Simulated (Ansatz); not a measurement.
A nudged elastic band was laid between two geometries of C$_{2}$H$_{8}$GeSeSi (13 atoms, charge 0, multiplicity 1).

All numbers below come from RHF/def2-SVP (Ansatz 0.2.0).

```json
{
 "movable images": "5",
 "climbing image": "yes",
 "spring": "5.0 eV/Å²",
 "optimiser": "lbfgs",
 "start path": "IDPP",
 "force threshold": "0.05 eV/Å",
 "iteration limit": "60",
 "end points": "relaxed"
}
```

Initial state:

```xyz
13
Properties=species:S:1:pos:R:3
C -0.020 1.915 0.091
C -0.285 0.689 0.524
Si 0.612 -0.118 1.974
Se -1.737 -0.330 -0.278
Ge -0.506 -1.359 -2.025
H -0.564 2.378 -0.726
H 0.764 2.512 0.547
H -0.343 -0.395 3.070
H 1.670 0.801 2.462
H 1.230 -1.395 1.549
H -1.486 -2.297 -2.734
H 0.673 -2.146 -1.447
H 0.011 -0.291 -2.993
```

Final state:

```xyz
13
Properties=species:S:1:pos:R:3
C 0.613 1.750 0.465
C -0.155 0.675 0.589
Si 0.020 -0.570 1.995
Se -1.618 0.379 -0.660
Ge -0.411 -0.815 -2.317
H 0.483 2.474 -0.333
H 1.414 1.949 1.171
H -1.215 -0.591 2.811
H 1.169 -0.178 2.846
H 0.251 -1.928 1.452
H 0.263 -2.041 -1.695
H 0.649 0.097 -2.942
H -1.442 -1.237 -3.367
```

(1) Which bonds break or form, and what moves?

(2) Give the energies along the band, and the barrier.

(3) What is the geometry of the highest image?

## Answers

(1) No bond is made or broken. The dihedral C2–Se4–Ge5–H12 goes from 57 to -65°. The two ends are copies of one structure, up to a mirror image or an exchange of like atoms.

(2) The forces met the threshold. The highest image is number 3 of 0 to 6, 5.1 kJ/mol above the ends, which have the same energy within 2 meV. The order of the stationary point at the top wasn't checked.

| image | path coordinate (Å) | energy (kJ/mol) | dihedral C2–Se4–Ge5–H12 (°) |
| --- | --- | --- | --- |
| 0 | 0.00 | 0.0 | 57 |
| 1 | 0.82 | 1.2 | 37 |
| 2 | 1.64 | 3.9 | 17 |
| 3 | 2.46 | 5.1 | -5 |
| 4 | 3.29 | 3.5 | -26 |
| 5 | 4.11 | 1.1 | -46 |
| 6 | 4.93 | 0.0 | -65 |

(3) 
```xyz
13
Properties=species:S:1:pos:R:3
C 0.513 1.837 0.389
C -0.167 0.710 0.563
Si 0.136 -0.474 1.998
Se -1.647 0.276 -0.623
Ge -0.458 -0.977 -2.265
H 0.308 2.525 -0.424
H 1.319 2.112 1.062
H -1.075 -0.551 2.847
H 1.278 0.021 2.806
H 0.445 -1.831 1.491
H -0.942 -2.431 -2.280
H 1.028 -0.905 -1.911
H -0.719 -0.346 -3.637
```

The run took 11 min on 2 threads of AMD EPYC 7B13 (Zen 3), with other jobs on the host, peak memory 0.53 GiB.
